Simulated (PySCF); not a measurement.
## Multinuclear NMR of C₇H₁₂O₂Si

Bonds (- single, = double, # triple, : aromatic): C1-Si2, Si2-C3, Si2-C4, Si2-O5, O5-C6, C6:C7, C7:C8, C8:O9, O9:C10, C10:C6. C1 carries H11, H12, H13; C3 carries H14, H15, H16; C4 carries H17, H18, H19; C7 carries H20; C8 carries H21; C10 carries H22.

Computed data (PySCF): PBE0/pcSseg-1 with gauge-including orbitals, geometry from GFN2-xTB. One conformer, gas phase, averaged over atoms made equivalent by symmetry, fast rotation or ring inversion, relativity neglected.

(1) Where does ²⁹Si resonate?

(2) What are the ¹⁷O shifts?

Results:

(1) 
```
atoms               environment  σ (ppm)  δ (ppm)
  Si2  silicon bonded to 3 C, O    333.7      5.7
```

Shieldings were converted by a linear fit to measured shifts: ²⁹Si (scatter 8.9 ppm rms, 25.8 ppm with the 6 outliers that the fit left out vs TMS, solution or neat liquid). Occasional misses reach two or three times the rms, and more in compound classes unlike the fitted ones.

On a 400 MHz spectrometer ²⁹Si resonates near 79.5 MHz, so 1 ppm is 79.5 Hz.

(2) 
```csv
atoms,environment,σ (ppm),δ (ppm)
O9,aromatic ring oxygen,59.9,212.1
O5,"oxygen bonded to C, Si",249.0,39.9
```

Shieldings were converted by a linear fit to measured shifts: ¹⁷O (scatter 10.7 ppm rms, 12.2 ppm with the 3 outliers that the fit left out vs liquid water, solution or neat liquid). Occasional misses reach two or three times the rms, and more in compound classes unlike the fitted ones.

On a 600 MHz spectrometer ¹⁷O resonates near 81.3 MHz, so 1 ppm is 81.3 Hz.
